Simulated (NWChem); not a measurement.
Species: AgH₂OI; SMILES [OH2]->[Ag][I]

Computed with NWChem. Structure relaxed at the PBE0/def2-SVP (def2 core potentials past Kr) level.

Predict the results for Hartree-Fock/STO-3G, non-relativistic. Quantities: highest occupied level (eV); orbital gap (eV); dipole (D).


```yaml
highest occupied level (eV): -4.84
orbital gap (eV): 11.78
dipole (D): 9.19
```
